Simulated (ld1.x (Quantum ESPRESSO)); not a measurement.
Before and after: ultrasoft potential for arsenic

* Element: arsenic
* Generator: ld1.x (Quantum ESPRESSO) 7.5
* Type: ultrasoft
* Functional: PBE
* Relativity: scalar-relativistic
* Frozen core: [Ar] 3d10
* Valence charge: 5
* Reference configuration: 4s2 4p2 (charge +1)
* Partial waves: 4s (bound): rcut 1.55, rcutus 1.70 bohr; 4s channel at 1.75 Ry: rcut 1.55, rcutus 1.70 bohr; 4p (bound): rcut 1.40, rcutus 1.65 bohr; 4p channel at -0.45 Ry: rcut 1.40, rcutus 1.65 bohr; 4d channel at 0.45 Ry: rcut 1.15, rcutus 1.50 bohr; 4d channel at 0.85 Ry: rcut 1.15, rcutus 1.50 bohr
* Local potential: all-electron potential smoothed inside 1.70 bohr (lloc = -1)
* Core correction: a·sin(br)/r model core inside 0.90 bohr
* Augmentation charge: PSQ, inside the norm-conserving radii

Change: local potential all-electron potential smoothed inside 2.00 bohr (lloc = -1).

Cutoffs: the cutoffs (Ry, on a coarse ladder) from which the occupation-weighted sum of valence levels, in a spherical-Bessel basis at the reference potential, stays within 10 and 1 mRy of its value at 400 Ry; they do not see the model core or the augmentation charge, which bear on the density cutoff. Errors are all-electron minus pseudo energies relative to the spin-unpolarised reference configuration.

Task: Predict the effect on cutoff, ghosts and configuration errors.

Result: The potential gets neither clearly harder nor softer (10 Ry and 21 Ry → 10 Ry and 21 Ry); both files keep a bound ghost (d); the errors of the 7 common tests hardly move.

```csv
quantity,base,changed
"cutoff, loose",10 Ry,10 Ry
"cutoff, tight",21 Ry,21 Ry
bound ghosts,d,d
"error for 4s2 4p3, meV [ΔE -9.15 eV]",-2.9,-2.9
"error for 4s2 4p1, meV [ΔE 17.92 eV]",-19,-19
"error for 4s2 4p0, meV [ΔE 45.62 eV]",-111,-111
"error for 4s1 4p3, meV [ΔE 10.11 eV]",-9.4,-9.3
"error for 4s2 4p3.3, meV [ΔE -10.38 eV]",-4.1,-4.0
"error for 4s2 4p2.5, meV [ΔE -5.59 eV]",-0.8,-0.8
"error for 4s0 4p5, meV [ΔE 9.91 eV]",-24,-24
lowest overlap eigenvalue by channel,"s 0.43, p 0.62, d 0.90","s 0.43, p 0.63, d 0.89"
```

 A true bound ghost makes a file unfit for plane-wave use even where its test errors are small: the radial tests pick states by their node count and pass the ghost by.
